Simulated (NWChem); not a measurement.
CH5ClOSi; SMILES CO[SiH2]Cl

```xyz
9

Si     0.8836    -0.0704     0.1041
Cl    -0.4767    -1.6252    -0.0538
O      0.2036     1.3418    -0.4035
C     -0.9194     1.9632     0.1660
H      2.0295    -0.3367    -0.7947
H      1.2789     0.0032     1.5389
H     -0.7550     2.2147     1.2295
H     -1.1166     2.8969    -0.3807
H     -1.8156     1.3229     0.0953
```
Atoms are numbered in this order, from 1.

Computed with NWChem. Medium grid unless said otherwise, to which SCAN and Minnesota functionals are sensitive. All runs use the structure optimised with PBE0/def2-SVP. Hybrids' shares of exact exchange are those that their runs print; pure functionals count as 0. The functionals differ in more than this share.

```csv
row,share of exact exchange,highest occupied level (eV)
PBE/def2-SVP,0.00,-6.89
"LDA (Slater exchange, PW92)/def2-SVP",0.00,-6.96
B3LYP/def2-SVP,0.20,-8.19
r2SCAN0/def2-SVP,0.25,-8.76
MN15/def2-SVP,0.44,-9.25
BHandHLYP/def2-SVP,0.50,withheld
```

Problem. Fit a straight line of the last column on the one before it, predict the withheld value, and compare with the run.

Solution. 
1. Means of the 5 shown rows: x = 0.178, y = -8.010. Slope Σ(x − x̄)(y − ȳ)/Σ(x − x̄)² = -0.7691/0.1377 = -5.586; intercept -7.016.
2. The shown rows scatter about the line by 0.197 (root mean square); the largest residual is -0.35, at r2SCAN0/def2-SVP.
3. At x = 0.50 (BHandHLYP/def2-SVP; beyond the shown range) the line gives -9.81.
4. The run gives -9.90, -0.09 from the line, 0.5 times the scatter.
